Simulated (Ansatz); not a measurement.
CH$_{7}$BrSi, singlet: at the start structure of a reaction step.

The input file, in.yaml:

```yaml
crystal:
  periodic: [false, false, false]
  atoms:
    - {symbol: Si, position_ang: [-1.986528, -0.107046, -0.881903]}
    - {symbol: Br, position_ang: [-0.788858, -1.825499, -1.618583]}
    - {symbol: H, position_ang: [-2.408603, 0.699800, -2.049332]}
    - {symbol: H, position_ang: [-1.140794, 0.696372, 0.028715]}
    - {symbol: H, position_ang: [-3.167535, -0.638027, -0.164043]}
    - {symbol: H, position_ang: [1.573852, -0.544729, 0.247575]}
    - {symbol: C, position_ang: [1.898350, 0.234440, 0.936634]}
    - {symbol: H, position_ang: [1.823473, 1.206083, 0.448605]}
    - {symbol: H, position_ang: [2.932580, 0.055040, 1.229282]}
    - {symbol: H, position_ang: [1.264161, 0.223568, 1.822950]}
basis:
  gaussian: {orbitals: def2-SVP}
hamiltonian: {xc: {name: wB97M-V}}
```

Launched with

```bash
ansatz run in.yaml --threads 4 --pin off --events-out ev --progress --plain --max-ram 9574MiB
```

The run's output (Ansatz 0.2.0):

```
Functional definition: wB97M-V
  name "wB97M-V"
  cite "Mardirossian & Head-Gordon, J. Chem. Phys. 144, 214110 (2016) doi:10.1063/1.4952647"
  cite "Becke, J. Chem. Phys. 107, 8554 (1997) doi:10.1063/1.475007"
  cite "Vydrov & Van Voorhis, J. Chem. Phys. 133, 244103 (2010) doi:10.1063/1.3521275"
  # Of w^i u^j: cxij and so on, Table III.
  parameter omega = 0.3/bohr
  parameter cx = 0.15
  parameter cx01 = 1.007
  parameter cx10 = 0.259
  parameter css00 = 0.443
  parameter css04 = -1.437
  parameter css10 = -4.535
  parameter css20 = -3.390
  parameter css43 = 4.278
  parameter cos00 = 1.000
  parameter cos10 = 1.358
  parameter cos20 = 2.924
  parameter cos21 = -8.812
  parameter cos60 = -1.390
  parameter cos61 = 9.142
  parameter b = 6.0
  parameter c = 0.01
  gx(w, u) = 1 - cx + cx01*u + cx10*w
  gss(w, u) = css00 + css04*u^4 + css10*w + css20*w^2 + css43*w^4*u^3
  gos(w, u) = cos00 + cos10*w + (cos20 + cos21*u)*w^2 + (cos60 + cos61*u)*w^6
  exchange = spin_sum(e_x_unif_sr(omega)*gx(b97_w, b97_u_x)) + cx*exact_x_sr(omega) + exact_x_lr(omega)
  correlation = spin_sum(e_c_pw_mod_same_spin*gss(b97_w, b97_u_same))
      + integral(e_c_pw_mod_opposite_spin*gos(b97_w_opposite, b97_u_opposite)) + vv10(b, c)
977 factors; integrals over basis functions are off by at most 1.5e-3 eV
291 factors; integrals over basis functions are off by at most 9.9e-6 eV
mean field evaluation 1: about -79056.3513 eV, gradient 2.9e1 eV
mean field evaluation 2: about -79057.4989 eV, gradient 1.9e1 eV
mean field evaluation 4: about -79058.3905 eV, gradient 8.6e-1 eV
mean field evaluation 8: about -79058.4608 eV, gradient 1.6e-2 eV
mean field -79058.46079540 eV, -2905.3448464815 hartree, gradient 2.8e-5 eV, S^2 0.000000; 0 other end points of the search recorded, 0 dependent functions left out
reference -79058.46083907 eV, -2905.3448480863 hartree; 31, 31 occupied and 68, 68 virtual orbitals, 977 factors
Total energy: -79058.46083907 eV, -2905.3448480863 hartree
```

The lines “mean field evaluation” count trial sets of orbitals through the whole run, from several starts and some on an approximate energy, so they need not fall steadily or lie above the final value.

The run took about 3.3 s on 4 CPU threads of an Arm Neoverse V2 (shared host).
